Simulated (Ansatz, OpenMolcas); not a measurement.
## Worked example: the enthalpy of formation of SiH3I (SMILES [SiH3]I)

SiH3I: 5 atoms, total charge 0, spin state singlet. SMILES: `[SiH3]I`. Geometry: relaxed at PBE0-D4/def2-TZVP.

Total energies at SVWN5/def2-TZVP (core potential) (OpenMolcas 26.06); the atoms run unrestricted:

```tsv
species	state	energy (Eh)
SiH3I	singlet	-587.441971
Si	triplet	-288.207433
I	doublet	-297.258646
H	doublet	-0.478344
```

Harmonic wavenumbers at PBE0-D4/def2-TZVP, in cm⁻¹: 364, 586, 586, 900, 940, 940, 2243, 2261, 2261.

Measured heats of formation of the gaseous atoms at 298.15 K, in kJ/mol: Si 450.0, I 106.8, H 218.0. Spin-orbit lowering of the atoms at 298 K (mean of the ground term's levels less their thermal mean, from spectra), in kJ/mol: Si 0.44, I 30.32. Take 1 Eh = 2625.50 kJ/mol, 1 cm⁻¹ = 0.0119627 kJ/mol, RT = 2.479 kJ/mol.

What heat of formation follows?


1. Electronic atomisation energy: (-288.207433) + (-297.258646) + 3 × (-0.478344) − (-587.441971) = 0.540860 Eh = 1420.0 kJ/mol.
2. Zero-point energy: half the sum of the wavenumbers, 5540.5 cm⁻¹ = 66.3 kJ/mol.
3. Thermal vibrational enthalpy, Σ hcν̃/(exp(hcν̃/kT) − 1): 2.2 kJ/mol. Translation, rotation and pV of a non-linear molecule: 4 RT = 9.9 kJ/mol.
4. The 5 free atoms carry 5/2 RT each: 31.0 kJ/mol.
5. Spin-orbit coupling lowers the free atoms by 0.44 + 30.32 = 30.8 kJ/mol.
6. Atomisation enthalpy at 298 K: 1420.0 − 30.8 − 66.3 − 2.2 − 9.9 + 31.0 = 1341.8 kJ/mol.
7. Sum of the atoms' heats of formation: 1210.8 kJ/mol. Heat of formation: 1210.8 − 1341.8 = -131.0 kJ/mol.

The tabulated value is -2.1 kJ/mol (NIST-JANAF tables; in doubt: it may be an older value or an estimate), so this level is off by -128.9 kJ/mol, or 10.6 % of the atomisation enthalpy that the table implies (1212.8 kJ/mol). The LDA overbinds, which puts heats of formation too low. Anharmonicity and any spin-orbit splitting of the molecule are left out.
